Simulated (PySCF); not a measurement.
Isomers of C4H13NSi3, from PBE0-D3(BJ)/def2-SVP geometry optimisation, gas phase (PySCF 2.14.0). One conformer each, no zero-point energy, no frequencies.

Question: Which is lower in electronic energy at this level?
A. `[CH2:1]=[CH:2][SiH:3]([CH:4]=[CH2:5])[N:6]([SiH3:7])[SiH3:8]` with C1–C2–Si3–C4 2°, C2–Si3–C4–C5 -120°, C2–Si3–N6–Si7 -19°: A = 1327, B = 958.0, C = 628.5 MHz, dipole 1.23 D
B. `[CH2:1]=[CH:2][C@@H:3]1[CH2:4][Si@H:5]1[N:6]([SiH3:7])[SiH3:8]` with C1–C2–C3–C4 -146°, C4–Si5–N6–Si7 -38°: A = 1940, B = 661.9, C = 540.5 MHz, dipole 0.82 D

Answer: A. That is `C=C[SiH](C=C)N([SiH3])[SiH3]`, 9.5 kcal/mol below the other.

```tsv
SMILES	mapped SMILES	E (Eh)	relative (kcal/mol)	relative (kJ/mol)	dipole (D)
C=C[SiH](C=C)N([SiH3])[SiH3]	[CH2:1]=[CH:2][SiH:3]([CH:4]=[CH2:5])[N:6]([SiH3:7])[SiH3:8]	-1082.45119	0.0	0.0	1.23
C=C[C@@H]1C[Si@H]1N([SiH3])[SiH3]	[CH2:1]=[CH:2][C@@H:3]1[CH2:4][Si@H:5]1[N:6]([SiH3:7])[SiH3:8]	-1082.43601	9.5	39.9	0.82
```

As drawn, the higher has a three-membered ring, which the lower lacks.
